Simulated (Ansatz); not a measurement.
Geometry optimisation, Ansatz, RKS BHLYP-D4/def2-SVP.

Input file:

```yaml
crystal:
  periodic: [false, false, false]
  atoms:
    - { symbol: "N", position_ang: [0.6702, -2.1207, 1.9518] }
    - { symbol: C, position_ang: [0.3214, -1.54, 0.9587] }
    - { symbol: O, position_ang: [-0.0581, -0.9004, -0.2124] }
    - { symbol: B, position_ang: [0.1596, 0.5839, -0.3168] }
    - { symbol: O, position_ang: [-0.2885, 1.2285, -1.5761] }
    - { symbol: H, position_ang: [0.4823, 1.2336, 0.5945] }
    - { symbol: H, position_ang: [-1.2257, 1.447, -1.4455] }
basis:
  gaussian: { orbitals: def2-SVP }
hamiltonian:
  xc: { name: BHLYP }
  dispersion: d4
relax:
  f_tol: 0.02
  max_steps: 50
output:
  orbitals: {}
```

Command:

```bash
$ ansatz run input.yaml --threads 1 --pin off --max-ram 2048MiB --backend cpu --events-out ev --progress --plain --runs-dir out
```

Q: Where does it end, and by what steps?

A: The run converged. After 11 steps the energy has fallen by 1.634 eV; H7 moved furthest, 0.68 Å.

```
step  energy less start (eV)  largest force component (eV/Å)  accepted
   0                  0.0000                           5.394       yes
   1                 -0.7457                           2.876       yes
   2                 -1.0158                           2.133       yes
   3                 -1.1240                           1.346       yes
   4                 -1.2193                           0.821       yes
   5                 -1.3206                           0.658       yes
   6                 -1.4789                           1.299       yes
   7                 -1.6164                           0.331       yes
   8                 -1.6320                           0.176       yes
   9                 -1.6333                           0.049       yes
  10                 -1.6322                           0.153        no
  11                 -1.6336                           0.017       yes
```

```xyz
7
Properties=species:S:1:pos:R:3
N 0.818 -2.024 1.843
C 0.411 -1.478 0.922
O -0.052 -0.909 -0.124
B -0.111 0.467 -0.285
O -0.631 0.874 -1.436
H 0.296 1.181 0.582
H -0.670 1.820 -1.549
```

Time of the run: 97 s on 1 thread of Intel(R) Xeon(R) Processor @ 2.50GHz (Skylake/Cascade Lake), with other jobs on the host, peak memory 0.15 GiB.
